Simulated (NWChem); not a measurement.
System: ScF3; SMILES [F][Sc]([F])[F]

```xyz
4

Sc     0.0000     0.0000     0.0000
F     -1.2894    -1.2894     0.0000
F     -0.4720     1.7614     0.0000
F      1.7614    -0.4720     0.0000
```
Atoms are numbered in this order, from 1.

Level: B3LYP/6-31G* (spherical d) (NWChem), optimised geometry, unscaled harmonic frequencies. 

**Question.** List the harmonic frequencies with IR intensities, and the thermochemistry.

**Answer.** 
```
frequency (cm⁻¹)  IR intensity (km/mol)
----------------  ---------------------
80                                108.4
170                                14.6
170                                14.6
662                                 0.0
766                               253.1
766                               253.1
```

```yaml
zero_point_energy: 3.7 kcal/mol
thermal correction to the enthalpy at 298.15 K (with zero-point energy): 7.5 kcal/mol
heat capacity Cv: 14.0 cal/(mol K)
entropy at 298.15 K and 1 atm (symmetry number 6): 71.6 cal/(mol K)
dipole_moment: 0.00 D
```

Rigid rotor and harmonic oscillator; modes under 100 cm⁻¹ make the entropy uncertain.
